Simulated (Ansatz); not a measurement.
```xyz
3

C     0.0278    0.5251   -0.3122
H    -0.0466    1.5053    0.2106
O    -0.0151   -0.5725    0.2627
```

Basis set: 6-31G (spherical functions). Correlated methods keep 2 orbitals frozen. Charge 0, multiplicity 2.

Computed with Ansatz (development build ahead of 0.2.0); each method stands on the lowest determinant of its kind that the runs found.

The atomization energy at this shape (free ground-state atoms in the same class of orbitals less the molecule, no zero-point energy) of doublet CHO:

```
 method  atomization energy
UHF-MP2             9.48 eV
```

(1) What does UHF give?

Answers

(1) 6.12 eV. Caution: the unrestricted determinant is spin contaminated.

This basis has no polarisation functions and is too small for such energies, which can lie far from measured ones in either direction.
